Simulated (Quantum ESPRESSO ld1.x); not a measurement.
Species: Mo41+. Configuration: 1s1. Method: scalar-relativistic Kohn-Sham, revPBE, spin-unpolarised, spherical densities, point nucleus; without spin polarisation the odd electron is poorly described; computed with ld1.x of Quantum ESPRESSO 7.5.

Normalised radial functions P(r) = r R(r), r in bohr:

```
   r/bohr * 1s, o 2s (the largest magnitude, 4.8, reaches the edge; | marks zero, & curves that meet)
 0.001195                             |o  *
 0.001448                             | o  *
  0.00174                             | o   *
 0.002109                             | o    *
 0.002555                             |  o    *
 0.003096                             |  o     *
 0.003721                             |   o      *
 0.004509                             |   o       *
 0.005463                             |    o        *
 0.006567                             |     o         *
 0.007957                             |      o           *
 0.009642                             |      o             *
  0.01168                             |       o              *
  0.01404                             |       o                *
  0.01701                             |       o                 *
  0.02062                             |       o                  *
  0.02478                             |      o                   *
  0.03003                             |     o                   *
  0.03638                             |   o                   *
  0.04408                             |o                   *
  0.05299                          o  |                *
  0.06421                      o      |            *
   0.0778                  o          |        *
  0.09351               o             |    *
   0.1133             o               |  *
   0.1373             o               |*
   0.1663                o            *
      0.2                   o         *
   0.2423                       o     *
   0.2936                          o  *
   0.3529                            o*
   0.4276                             &
```

1s: eigenvalue -24239 eV, 0 radial nodes, <r> = 0.0346 bohr, 90 % of the charge inside 0.0619 bohr. 2s (empty): eigenvalue -6008.9 eV, 1 radial node at r = 0.0455 bohr, <r> = 0.139 bohr, 90 % of the charge inside 0.213 bohr.
